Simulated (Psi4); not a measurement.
Cl₂Zn, singlet, at a GFN2-xTB geometry (such geometries of metal compounds can be far from the true shape). Base run: HF/def2-SV(P) (Psi4).

The Psi4 input:
```
memory 2 GB

molecule mol {
0 1
Zn    0.108251    0.380594    0.212101
Cl    1.309041   -0.005976   -1.495864
Cl   -1.500072   -0.665660    1.121568
}

set {
  basis def2-sv(p)
  reference rhf
}

energy('scf')
print_variables()
```

The base run was repeated with changes; each row names its change, and settings that it needs were set with it.

```tsv
change	basis functions	E (Eh)	dipole (D)	outcome
base	60	-2696.37188	4.07	converged
basis = cc-pVTZ-DK; relativity = none (with scf_type pk)	136	-	-	cut at the time limit
basis = cc-pVTZ-DK; relativity = spin-free X2C (with scf_type pk)	136	-	-	cut at the time limit
basis = cc-pVDZ-DK; relativity = spin-free X2C (with scf_type pk)	79	-	-	cut at the time limit
basis = cc-pVDZ-DK; relativity = none (with scf_type pk)	79	-2687.05816	3.88	converged
```

Absolute energies of different levels of theory aren't comparable as measures of quality.

Basis sets contracted for a relativistic Hamiltonian are a mismatch without it, so the rows without relativity aren't non-relativistic limits. No row has spin-orbit coupling; sets with core potentials leave out the core electrons.
